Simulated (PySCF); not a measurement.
C3H2F3, SMILES C=C(F)[C](F)F (connectivity only; charge and spin as stated), charge +1, multiplicity 1. Atoms are numbered in the order given.

```xyz
8

C     -1.1152    -1.4887     0.0000
C      0.0183    -0.7463     0.0000
F      1.2225    -1.2449     0.0000
C     -0.0369     0.6773     0.0000
F     -1.1185     1.3135     0.0000
F      1.0017     1.3699     0.0000
H     -2.1029    -1.0186     0.0000
H     -1.0450    -2.5824     0.0000
```
Charge +1, spin multiplicity 1.

Coordinates come from a PBE0-D3(BJ)/def2-SVP optimisation. The multiplicity is an assumed one; no other spin state was optimised. The isomer is the one that the SMILES or the coordinates give; other isomers of the formula were not compared. The values are those of a single conformer.

All values below come from TDDFT-PBE/def2-SVPD in PySCF.

Vertical excitations.  State labels are in the subgroup Cs.

### Question
Give excitation energies, oscillator strengths and character. (Estimate from the structure and the level; the computed values follow.)

### Answer

| state | symmetry | energy (eV) | λ (nm) | f | main pairs |
|---|---|---|---|---|---|
| S1 | A' | 4.42 | 280 | 0.161 | HOMO→LUMO 98 % |
| S2 | A" | 4.95 | 251 | 0.000 | HOMO−1→LUMO 100 % |
| S3 | A" | 6.01 | 206 | 0.000 | HOMO−2→LUMO 100 % |
| S4 | A" | 7.13 | 174 | 0.000 | HOMO−4→LUMO 100 % |
| S5 | A' | 7.43 | 167 | 0.153 | HOMO−3→LUMO 94 % |
| S6 | A" | 7.60 | 163 | 0.000 | HOMO−5→LUMO 100 % |
| S7 | A" | 8.09 | 153 | 0.003 | HOMO−7→LUMO 99 % |
| S8 | A" | 8.53 | 145 | 0.016 | HOMO→LUMO+2 99 % |
| S9 | A' | 8.66 | 143 | 0.015 | HOMO−6→LUMO 84 % |
| S10 | A' | 8.81 | 141 | 0.166 | HOMO→LUMO+1 83 % |
| T1 | A' | 2.28 | 543 | 0 | HOMO→LUMO 99 % |
| T2 | A" | 4.70 | 264 | 0 | HOMO−1→LUMO 99 % |
| T3 | A" | 5.51 | 225 | 0 | HOMO−2→LUMO 99 % |
| T4 | A' | 6.54 | 190 | 0 | HOMO→LUMO+1 93 % |
Triplets are in the Tamm–Dancoff approximation, which puts them higher than full response would, so one can lie above its singlet here.
